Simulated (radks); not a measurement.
Charge is removed step by step from the 4d3/2 level of Ho30+, starting from [Kr] 4d(3/2: 1, 5/2: 0). All-electron calculation, Dirac Kohn-Sham, PBE, spin-unpolarised, spherical densities, finite nucleus; Fermi nuclear charge, rms radius 5.2022 fm. Program: a radial shooting solver on a logarithmic mesh with Libxc functionals.

removed (e)  E - E(0) (eV)  eigenvalue (eV)  E minus straight line (eV)
0                    0.000          -1101.2                       0.000
0.1                 110.36          -1105.9                      -2.117
0.2                 221.18          -1110.6                      -3.765
0.3                 332.48          -1115.3                      -4.943
0.4                 444.24          -1120.0                      -5.652
0.5                 556.48          -1124.7                      -5.889
0.6                 669.19          -1129.4                      -5.656
0.7                 782.37          -1134.2                      -4.951
0.8                 896.02          -1138.9                      -3.774
0.9                 1010.1          -1143.6                      -2.123
1                   1124.7          -1148.3                       0.000

Removing the whole electron costs 1124.7 eV by Delta-SCF, against 1101.2 eV from minus the eigenvalue at the starting occupation. Slater's transition state (half an electron removed) gives 1124.7 eV. Integrating minus the eigenvalue over the occupation (Janak's theorem) gives 1124.7 eV. The mean slope of the eigenvalue, de/dn, is 47.1 eV per electron. Ionisation energy of Ho30+ in the NIST Atomic Spectra Database: 1122 eV (theoretical).

Beside tabulated values, note that spin-unpolarised runs miss the spin-polarisation part of the exchange energy of open shells.
